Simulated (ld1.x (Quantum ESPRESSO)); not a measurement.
Before and after: TM potential for Mn (Z = 25)

```
Element                 : manganese (Mn)
Generator               : ld1.x (Quantum ESPRESSO) 7.5
Type                    : norm-conserving Troullier–Martins (Kleinman–Bylander form)
Functional              : PBE
Relativity              : fully relativistic
Frozen core             : [Ar]
Valence charge          : 7
Reference configuration : 3d5 4s1 4p0 (charge +1)
Partial waves           : 4p (bound, empty): rc 2.20 bohr; 3d (bound): rc 1.70 bohr; 4s (bound): rc 1.80 bohr
Local potential         : the s channel
Core correction         : Bessel-smoothed model core inside 1.30 bohr
```

Open shells are filled in proportion to 2j + 1 (rel_dist='average').

Change: wave 3d (bound): rc 1.70 bohr becomes 3d (bound): rc 2.28 bohr.

Cutoffs: the cutoffs (Ry, on a coarse ladder) from which the occupation-weighted sum of valence levels, in a spherical-Bessel basis at the reference potential, stays within 10 and 1 mRy of its value at 400 Ry; they do not see the model core or the augmentation charge, which bear on the density cutoff. Errors are all-electron minus pseudo energies relative to the spin-unpolarised reference configuration.

Task: How do hardness, ghosts and transferability respond?

Result: The potential gets softer (90 Ry and 140 Ry → 55 Ry and 90 Ry); both files keep a bound ghost (p); the number of tests with a reliable result goes from 6 to 7; of the 6 tests that both files solve, the error grows in 2 and shrinks in 4 by more than 15 % and 0.3 meV (median size 131.2 → 15.2 meV). A larger radius leaves more room for a smooth pseudo-wave, so fewer plane waves are needed.

```csv
quantity,base,changed
"cutoff, loose",90 Ry,55 Ry
"cutoff, tight",140 Ry,90 Ry
loose cutoff by channel (10 mRy a level),"d 80 Ry, s 18 Ry","d 50 Ry, s 18 Ry"
bound ghosts,p1/2,p1/2
tests with a reliable result,6 of 7,7 of 7
"error for 3d5 4s0 4p0, meV [ΔE 15.60 eV]",-9.7,-14
"error for 3d4 4s0 4p0, meV [ΔE 48.12 eV]",-500,-284
"error for 3d5 4s0 4p1, meV [ΔE 4.74 eV]",-1.6,-3.2
"error for 3d4 4s2 4p0, meV [ΔE 4.77 eV]",-298,-16
"error for 3d6 4s0 4p0, meV [ΔE -1.60 eV]",-253,-110
"error for 3d5 4s1 4p1, meV [ΔE -4.56 eV]",-1.9,-1.2
```

 A true bound ghost makes a file unfit for plane-wave use even where its test errors are small: the radial tests pick states by their node count and pass the ghost by.
